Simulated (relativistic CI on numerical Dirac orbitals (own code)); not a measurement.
Energy levels of Cs LI

Calculated at this level of theory: Dirac-Coulomb-Breit CI, orbitals from a KLI potential per configuration, model QED (radiative potential, 1s self-energy scaled to tabulated hydrogen-like ionisation energies), unscaled Slater integrals (own radial code, finite nucleus).

CI space (outside the closed core 1s2): 2s2 2p, 2s 2p2, 2p3, 2p2 3s, 2p2 3p, 2p2 3d, 2s2 3s, 2s2 3p, 2s2 3d, 2s 2p 3s, 2s 2p 3p, 2s 2p 3d, 2s2 4s, 2s2 4p, 2s2 4d, 2s2 4f. Levels of other configurations are missing.

The lowest level is 2s2 2p 2P°_1/2, with 100 % of that term; Hund's rules for 2s2 2p give 2P° with J = 1/2, in agreement.

```csv
No.,Configuration,Term,J,E (eV),%,Next component (%),Landé g
1,2s2 2p,2P°,1/2,0.00,100,,0.640
2,2s 2p2(3P),4P,1/2,168.14,57,28 2S,2.164
3,2s2 2p,2P°,3/2,388.53,99,1 2p3 2P°,1.314
4,2s 2p2(3P),4P,3/2,505.32,92,5 2D,1.654
5,2s 2p2(1D),2D,5/2,538.05,57,43 4P,1.349
6,2s 2p2(3P),2P,1/2,589.88,71,27 4P,1.221
7,2s 2p2(1D),2D,3/2,589.92,66,33 2P,0.965
8,2p3,2P°,3/2,769.60,45,27 4S°,1.355
9,2s 2p2(3P),4P,5/2,912.36,57,43 2D,1.410
10,2s 2p2(1S),2S,1/2,988.52,70,16 4P,1.885
11,2s 2p2(3P),2P,3/2,989.75,64,29 2D,1.189
12,2p3,4S°,3/2,1125.12,54,45 2D°,1.438
13,2p3,2D°,5/2,1145.55,100,,1.179
14,2p3,2P°,1/2,1185.15,100,,0.640
15,2p3,2P°,3/2,1547.41,53,28 2D°,1.285
16,2s2 3s,2S,1/2,5398.12,97,1 2p2 3s 2S,1.992
17,2s2 3p,2P°,1/2,5456.30,95,2 2p2 3p 2P°,0.670
18,2s 2p 3s,4P°,1/2,5511.95,86,12 2P°,2.384
19,2s 2p 3s,4P°,3/2,5529.43,58,35 2P°,1.547
20,2s 2p 3s,2P°,1/2,5552.46,94,5 4P°,0.734
21,2s 2p 3p,4D,1/2,5561.01,72,22 2P,0.263
22,2s2 3p,2P°,3/2,5574.33,90,6 2s 2p 3s 4P°,1.347
23,2s 2p 3p,4D,3/2,5580.96,42,29 2D,1.114
24,2s 2p 3p,4P,1/2,5610.66,50,29 2S,1.991
25,2s2 3d,2D,3/2,5616.50,95,2 2s 2p 3p 4D,0.805
26,2s2 3d,2D,5/2,5647.65,97,1 2p2 3d 2D,1.194
27,2s 2p 3p,4P,3/2,5684.56,31,26 4D,1.407
28,2s 2p 3p,2P,1/2,5695.12,30,17 2S,1.484
29,2s 2p 3p,4D,5/2,5707.49,48,33 2D,1.337
30,2s 2p 3p,2D,3/2,5710.46,46,19 2P,1.242
31,2s 2p 3d,4F°,3/2,5717.81,72,15 2D°,0.557
32,2s 2p 3d,4F°,5/2,5739.26,55,21 2F°,1.033
33,2p2(3P) 3s,4P,1/2,5740.91,35,18 2S,1.813
34,2s 2p 3d,4D°,1/2,5747.51,43,26 2P°,0.464
35,2s 2p 3d,4D°,3/2,5754.26,31,26 2P°,1.223
36,2s 2p 3d,4P°,5/2,5760.13,38,27 4D°,1.334
37,2p2(1S) 3p,2P°,1/2,5779.21,31,29 4D°,0.596
38,2s 2p 3d,4F°,7/2,5780.09,41,34 2F°,1.241
39,2s 2p 3d,2F°,5/2,5790.98,56,21 2D°,1.050
40,2s 2p 3d,2D°,3/2,5791.02,43,39 2P°,1.067
41,2p2(1S) 3p,2P°,3/2,5895.52,30,22 4D°,1.329
42,2s 2p 3s,4P°,5/2,5900.78,100,,1.581
43,2s 2p 3s,2P°,3/2,5919.92,78,21 4P°,1.394
44,2p2(1S) 3d,2D,3/2,5927.50,38,34 4F,0.784
45,2s 2p 3p,4P,3/2,5964.65,47,25 4S,1.633
46,2s 2p 3p,2D,5/2,5967.35,41,35 4D,1.325
47,2p2(1S) 3d,2D,5/2,5969.76,30,19 4D,1.200
48,2s 2p 3s,2P°,1/2,5972.36,91,8 4P°,0.806
49,2s 2p 3s,2P°,3/2,5976.09,84,15 4P°,1.377
50,2s 2p 3p,2P,1/2,6030.26,53,25 2S,1.205
51,2s 2p 3p,2D,3/2,6031.89,63,23 2P,0.972
52,2s 2p 3p,4D,7/2,6065.19,100,,1.413
53,2s 2p 3p,2P,3/2,6067.00,40,28 4S,1.488
54,2s 2p 3p,2S,1/2,6077.73,33,26 2p2 3s 2P,1.391
55,2s 2p 3p,2D,5/2,6080.10,37,36 4P,1.367
56,2p2(3P) 3s,4P,3/2,6091.03,78,8 2s 2p 3p 2P,1.633
57,2p2(1D) 3s,2D,5/2,6108.34,43,25 4P,1.354
58,2p2(3P) 3s,2P,1/2,6109.90,40,21 4P,1.348
59,2p2(1D) 3s,2D,3/2,6111.58,56,32 2P,1.024
60,2s 2p 3d,4D°,5/2,6115.61,44,21 4F°,1.229
61,2s 2p 3d,4P°,3/2,6116.68,35,35 4D°,1.308
62,2s 2p 3d,4P°,1/2,6116.94,60,15 2p2 3p 4P°,2.096
63,2s 2p 3d,4F°,7/2,6122.02,48,30 4D°,1.259
64,2s 2p 3d,4F°,9/2,6135.82,100,,1.320
65,2p2(3P) 3p,4P°,1/2,6137.63,32,26 2s 2p 3d 4P°,1.884
66,2p2(3P) 3p,4D°,3/2,6140.92,45,19 2D°,1.196
67,2s 2p 3p,2D,5/2,6141.09,71,12 4D,1.253
68,2p2(1D) 3p,2F°,5/2,6149.33,44,28 2D°,1.073
69,2s 2p 3p,2P,3/2,6152.54,58,26 2D,1.211
70,2s 2p 3p,2S,1/2,6154.09,63,23 2P,1.726
```

Energies count from the lowest computed level; ° marks odd parity. Percentages are summed over parent terms; the parents shown are those of the largest component, closed shells are left out there.

The mean weight of the leading LS term, summed over parents, in these 70 levels is 61 %, and that of the leading jj configuration (from the same eigenvectors) 92 %, so jj coupling describes them better and the LS labels are nominal.

At this charge energies of transitions that change n are usually good to better than 1 %, and those within a shell (Δn = 0) to a few per cent.

LS names give the leading component of a level, which can be under half, so a name can repeat, a term be missing and a line seem to break the LS rules.
